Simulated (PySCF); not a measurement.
Compound: BGeH7O3Si.
Bonds: O1–B2, B2–O3, B2–Ge4, Ge4–O5, O5–Si6. Hydrogens: H7 on O1; H8 on O3; H9, H10 on Ge4; H11, H12, H13 on Si6.

The calculation used PBE0-D3(BJ)/def2-SVP geometry optimisation, gas phase in PySCF 2.14.0.

Task: Give the optimised bond lengths and angles.

Result: 
| bond | length (bohr) | order |
| --- | --- | --- |
| O1–B2, B2–O3 | 2.564 | single |
| B2–Ge4 | 3.923 | single |
| Ge4–O5 | 3.395 | single |
| O5–Si6 | 3.121 | single |
| O1–H7, O3–H8 | 1.824 | single |
| Ge4–H9, Ge4–H10 | 2.922 | single |
| Si6–H11, Si6–H12, Si6–H13 | 2.828 | single |

Bonds in one row agree within 0.02 bohr and their mean is given. Orders are formal, as drawn. A selection of angles:
| angle | degrees |
| --- | --- |
| B2–O1–H7 | 115.7 |
| O1–B2–O3 | 125.1 |
| O1–B2–Ge4 | 117.5 |
| B2–Ge4–O5 | 106.2 |
| B2–Ge4–H9 | 114.2 |
| O5–Ge4–H9 | 106.8 |
| H9–Ge4–H10 | 108.4 |
| Ge4–O5–Si6 | 134.1 |
| O5–Si6–H11 | 111.5 |
| O5–Si6–H13 | 108.6 |
| H11–Si6–H12 | 107.7 |
| H11–Si6–H13 | 108.7 |

Dihedral angles: O1–B2–Ge4–O5 65° (synclinal); B2–Ge4–O5–Si6 -176° (antiperiplanar); H7–O1–B2–O3 2° (synperiplanar); H8–O3–B2–O1 -1° (synperiplanar). The mirror-image conformer, all signs reversed, is as good.

B2 (three-coordinate boron) is planar (angles 125.1°, 117.5° and 117.4°, sum 360.0°, 0.00 Å off the plane of its three neighbours). Ge4 (germanium bonded to B, O and 2 H) is distorted tetrahedral (angles from 106.2° to 114.2°). Of the pairs four or more bonds apart, H7···H8 is among the closest relative to their van der Waals radii: 2.34 Å, 98 % of the sum of Bondi's values. O5 (oxygen bonded to Ge and Si) is bent (angle 134.1°). Si6 (oxygen-bound silicon) is tetrahedral (angles from 107.7° to 111.5°). O1 (boron-bound oxygen) is bent (angle 115.7°).

Point group: C1 (no symmetry element, even within 0.4 Å). Not checked by PBE0-D3(BJ)/def2-SVP frequencies. One conformer, not necessarily the lowest (H–O1–B2–O3 2°, O1–B2–O3–H -1°, O1–B2–Ge4–O5 65°, B2–Ge4–O5–Si6 -176°).
